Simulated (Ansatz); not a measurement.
A van 't Hoff estimate for BHBr2 + CHCl2F ⇌ BH2Br + CBrCl2F

Species: BHBr2 `BrBBr`, singlet; CHCl2F (dichlorofluoromethane) `FC(Cl)Cl`, singlet; BH2Br `BBr`, singlet; CBrCl2F (bromodichlorofluoromethane) `FC(Cl)(Cl)Br`, singlet. The partners trade Br for H: B–Br and C–H bonds give way to B–H and C–Br.

The electronic reaction energy at CCSD(T)/def2-TZVPP is +166.9 kJ/mol. Shapes: PBE0-D4/def2-TZVP. Programs: Ansatz 0.2.0. Enthalpy and entropy come from rigid-rotor, harmonic-oscillator sums on unscaled PBE0-D4/def2-TZVP wavenumbers, ideal gases at 1 bar. Symmetry numbers: BHBr2 2, CHCl2F 1, BH2Br 2, CBrCl2F 1. R = 8.3145 J/(mol K).

| T (K) | ΔH (kJ/mol) | ΔS (J/(mol K)) |
| --- | --- | --- |
| 800 | +160.6 | -1.1 |
| 1100 | ? | ? |
| 1400 | +162.5 | +0.7 |

**Question.** Work out ln K at 800 and 1400 K, and from these estimate it at 1100 K.

**Answer.** 
1. 800 K: ΔG = +160.6 − 800 × (-1.1)/1000 = +161.5 kJ/mol; ln K = −ΔG/RT = -24.28.
2. 1400 K: ΔG = +162.5 − 1400 × (+0.7)/1000 = +161.5 kJ/mol; ln K = −ΔG/RT = -13.87.
3. Slope against 1000/T: (-13.87 − (-24.28))/(0.7143 − 1.2500) = -19.43, that is −ΔH/R with ΔH near +162 kJ/mol.
4. 1100 K: ln K = -24.28 + (-19.43) × (0.9091 − 1.2500) = -17.66.

The full sums give ΔH = +161.7 kJ/mol, ΔS = +0.1 J/(mol K), ΔG = +161.6 kJ/mol and ln K = -17.67 at 1100 K, so the line is off by +0.01 in ln K; without rounding the miss is +0.01, from the change of ΔH with temperature. The reactants are favoured over this whole range. An error of 10 kJ/mol in the energy moves ln K by 1.1 at 1100 K. Soft modes are treated as harmonic, which can err either way at these temperatures; the lowest are those of BHBr2 (178 cm⁻¹), CBrCl2F (202 cm⁻¹). Relativity is left out for Br. Outer-core shells of Br are correlated, in sets that cover them unevenly.
